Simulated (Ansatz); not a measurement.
The same ligand exchange along the group F, Cl, Br.

Program: Ansatz. Geometries: PBE0-D4/def2-TZVP. ΔE: electronic, gas phase. CBS: MP2 limit from def2 TZ/QZ plus the TZ coupled-cluster correction, frozen cores. This one scheme is used for every species. Functionals use def2-TZVPP. Elements past krypton have def2 core potentials. For Br, Sn outer-core shells are correlated without core-valence functions, which leaves a few kJ/mol of doubt a bond. Scalar relativity is left out up to krypton. Each species was taken in one conformer, which may not be the lowest.

| reaction | CCSD(T)/CBS(def2) (kcal/mol) |
| --- | --- |
| `[OH][SnH2][F]` + `O[SiH3]` → `[OH][SnH2][O][SiH3]` + H–F | 2.8 |
| `[OH][SnH2][Cl]` + `O[SiH3]` → `[OH][SnH2][O][SiH3]` + HCl | ? |
| `[OH][SnH2][Br]` + `O[SiH3]` → `[OH][SnH2][O][SiH3]` + HBr | 14.9 |

Task: Fill in the missing values. (Estimate.)

Result: Ansatz gave: `[OH][SnH2][Cl]` + `O[SiH3]` → `[OH][SnH2][O][SiH3]` + HCl: +11.3 kcal/mol.

Largest T1 diagnostic: 0.014, for `[OH][SnH2][F]`.
